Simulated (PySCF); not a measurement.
Simulated C 1s region for `COc1n[se]cc1F`, binding energy against the vacuum level.

Every computed line was given a Gaussian of 0.4 eV full width at half maximum and an area set by the number of equivalent atoms; the highest printed point is 100. Computed with PySCF, delta-SCF UKS SCAN, pcX-2 on the ionised atom, pcseg-1 elsewhere, spin-free X2C.

binding energy (eV), intensity and a bar:
```
    290.5          0 
    290.6          1 
    290.7          5 #
    290.8         15 ####
    290.9         33 ##########
    291.0         54 ################
    291.1         62 ###################
    291.2         50 ###############
    291.3         29 #########
    291.4         12 ###
    291.5          3 #
    291.6          1 
    291.7          0 
    291.8          0 
    291.9          0 
    292.0          0 
    292.1          3 #
    292.2          9 ###
    292.3         25 #######
    292.4         47 ##############
    292.5         63 ###################
    292.6         66 ####################
    292.7         63 ###################
    292.8         69 #####################
    292.9         86 ##########################
    293.0        100 ##############################
    293.1         98 ##############################
    293.2         79 ########################
    293.3         50 ###############
    293.4         24 #######
    293.5          8 ###
    293.6          2 #
    293.7          0
```

Task: How many maxima does the curve show, and how many computed lines lie under it?

Result: The curve has 3 maxima (at 291.1, 292.6 and 293.0 eV). Under it lie 4 lines from 4 inequivalent carbon sites. At this width some lines have no maximum of their own.

Task: Decompose the envelope and assign each component. Numbering: `[CH3:1][O:2][c:3]1[n:4][se:5][cH:6][c:7]1[F:8]`.

Result: 
```json
{"position (eV)": "291.09", "relative area": "1", "line": "C 1s", "atoms": "C6", "environment": "aromatic CH carbon"}
{"position (eV)": "292.53", "relative area": "1", "line": "C 1s", "atoms": "C1", "environment": "methoxy carbon"}
{"position (eV)": "292.94", "relative area": "1", "line": "C 1s", "atoms": "C7", "environment": "aromatic C–F carbon"}
{"position (eV)": "293.16", "relative area": "1", "line": "C 1s", "atoms": "C3", "environment": "aromatic carbon bearing oxygen"}
```

Lowest listed C 1s: C6, bonded to Se (aromatic in the SMILES), C (aromatic in the SMILES) and H. Highest, 2.07 eV above it: C3, bonded to O, N (aromatic in the SMILES) and C (aromatic in the SMILES). The widest gap between neighbouring values is 1.44 eV, between 291.09 and 292.53 eV. Summing the Pauling electronegativity differences to the bonded atoms, each weighted by its formal bond order, gives -0.35 for the lowest site and +1.63 for the highest; no listed site has a larger sum than the highest.

No satellites, vibrations or lifetime broadening are included. Geometry: PBE0-D3(BJ)/def2-SVP, one conformer, isolated molecule.

The values belong to the conformer `[CH3:1][O:2][c:3]1[n:4][se:5][cH:6][c:7]1[F:8]`: C1–O2–C3–N4 0°.
